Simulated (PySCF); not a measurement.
Cl2HSi, SMILES Cl[SiH]Cl (connectivity only; charge and spin as stated), charge +1, multiplicity 1. The structure is a stationary point at PBE0-D3(BJ)/def2-TZVP. The spin state was assumed, not searched. The isomer is the one that the SMILES or the coordinates give; other isomers of the formula were not compared.

TDDFT-PBE0/def2-SVPD in PySCF puts the lowest singlet excitations at 5.45, 5.68, 6.31, 7.18, 7.38, 7.43 eV.

### Question
What are the lowest excitation roots from ADC(2)/aug-cc-pVDZ in PySCF? (The exact figures need the calculation; the answer reports its results.)

### Answer
5.88, 6.11, 6.51, 7.58, 7.83, 7.87 eV. S1 differs by 0.44 eV (second minus first; roots are paired by order, and the bases may differ).
